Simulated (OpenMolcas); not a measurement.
Co3+: ligand-field states by method

Co3+ with its 6 nearest fluoride ions at 1.926 Å, on the Ga site of K2NaGaF6 (a = 8.246 Å, distance in the model lattice 1.938 Å). The rest of the host is ab initio model potentials to 7.6 Å, with orthogonalisation functions on the cations behind the ligands, and point charges beyond; the distance is set by hand and nothing relaxes. Ligand basis ANO-RCC-VDZP.
```
Co    0.0000    0.0000    0.0000
F     1.9260    0.0000    0.0000
F     0.0000    1.9260    0.0000
F    -1.9260    0.0000    0.0000
F     0.0000   -1.9260    0.0000
F     0.0000    0.0000    1.9260
F     0.0000    0.0000   -1.9260
```

```
Program             : OpenMolcas 26.06
Basis               : ANO-RCC-VTZP [6s5p3d2f1g]
Scalar Hamiltonian  : DKH2, point nucleus
Active space        : 6 electrons in 5 orbitals (3d)
State averaging     : 2S+1 = 5 even, 5 roots; 2S+1 = 3 even, 45 roots; 2S+1 = 1 even, 50 roots
Spin-orbit coupling : state interaction with AMFI integrals over the reference wave functions
```

I. CASSCF
II. SS-CASPT2, IPEA 0.25 Eh, imaginary shift 0.1 Eh (closed shells correlated: 3s 3p and the ligand valence shells)

Spin-free states (labels of O, the rotations of Oh) in cm-1, each column counted from its own energy of the first state listed:

```tsv
State	Degeneracy	I	II
5T2	3	0	0
5E	2	10522	13800
3T1	3	15310	6670
1A1	1	17359	2460
3T2	3	19823	9870
3T1	3	24514	18580
1T1	3	25863	13690
3T2	3	26820	18500
3T1	3	28950	21260
3E	2	28952	22210
1T2	3	33478	21180
3T2	3	33983	25560
3A2	1	35317	29190
3E	2	36557	32560
3T1	3	36703	33700
1E	2	36808	26460
1A1	1	38240	26320
1T2	3	39368	27270
3A1	1	40733	36800
3T2	3	41662	34670
```

From I to II, I's first state of the same spin (5E) moves from 10522 to 13800 cm-1, by about +3300 cm-1.

From I to II, I's first state of another spin (3T1) moves from 15310 to 6670 cm-1, by about -8600 cm-1. In II another state of that kind comes below it.

I: A least-squares ligand-field fit to the states below 45000 cm-1, each weighted by its degeneracy and with a free common offset, gives 10Dq = 10977 cm-1, B = 1230 cm-1 and C = 4634 cm-1 (C/B = 3.77), with an rms deviation of 189 cm-1. The same method and metal basis give the free ion B = 1344 cm-1 (fit to its terms below 60000 cm-1, rms deviation 32 cm-1), so the nephelauxetic ratio is β = 1230 / 1344 = 0.92; it hangs on how both fits weigh the states, and computed free-ion B values tend to be too large, so β mixes covalency with correlation.

χT at 300 K: I 4.17, II 4.13 cm3 K/mol.

Roots that are degenerate in the reference are averaged as groups; the widest CASPT2 spread within a group is 520 cm-1 (the 2-fold group of multiplicity 1 near 72900 cm-1 above the lowest state of its run, II). Shifts and gaps below about the spread of the groups concerned are not significant. Over all roots computed the reference weight is 0.68 to 0.73 in II; the roots of lowest weight are the least certain, and an intruder state may touch them. An orbital triplet at a regular site is open to Jahn-Teller coupling, which can distort the site and quench the lowest spin-orbit gaps and is left out. Ligand-to-metal charge-transfer states are missing. With no ligand orbital active B as a rule stays too high, so bands that hang on it stand too high and its fall with covalency is understated. Without dynamic correlation the repulsion within the d shell is too large (B by tens of per cent), so at a given field states of lower spin stand too high (holds for I). CASSCF with metal d orbitals alone favours high spin, so a ground state of lower spin is not ruled out (holds for I). With metal d orbitals alone and no dynamic correlation 10Dq can be off by a tenth to a fifth, either way, in oxide and fluoride hosts (holds for I). This shell can be high or low spin here, a state of another spin lies low, and with metal d orbitals alone active their balance is uncertain, so the ground spin may be wrong (holds for II). A single d shell leaves out the double-shell effect, which counts most for late 3d ions, where the CASPT2 field can be off either way by tens of per cent (holds for II). These CASPT2 states fit no ligand-field parameters well, so their order and spin gaps are uncertain (holds for II). With one d shell and no ligand orbital active, 10Dq can be off by a tenth or more (holds for II). No measured value stands beside these numbers; the geometry was set by hand and not optimised.
